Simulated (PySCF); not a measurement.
## Working out the ionisation energy of V⁺

V⁺ [Ar] 3d4 (5D) → V²⁺ [Ar] 3d3 (4F). Calculation: PySCF 2.14, in x2c-TZVPall; scalar relativity by spin-free X2C-1e. Frozen: [Ar]. Energies in hartree (1 hartree = 27.21139 eV):

| part | V⁺ (lower) | V²⁺ (upper) |
| --- | --- | --- |
| UHF | -947.906069 | -947.420720 |
| MP2 opposite-spin | 0.000000 | 0.000000 |
| MP2 same-spin | -0.037690 | -0.013901 |

Task: What does Hartree-Fock give?

Result: (-947.420720) − (-947.906069) = 0.485349 hartree = 13.207 eV.

Task: What do MP2 and SCS-MP2 (6/5 opposite-spin, 1/3 same-spin) give?

Result: The opposite-spin parts differ by 0.000 eV and the same-spin parts by 0.647 eV. MP2: 13.207 + (0.000) + (0.647) = 13.854 eV. SCS-MP2: 13.207 + 1.2 × (0.000) + (0.647)/3 = 13.423 eV.

Reference: 14.634 ± 0.007 eV (measured; NIST Atomic Spectra Database, ionization energies), between the lowest levels; spin-orbit coupling is absent from the calculation.

What remains against the reference includes basis incompleteness, the frozen core and correlation beyond second order.
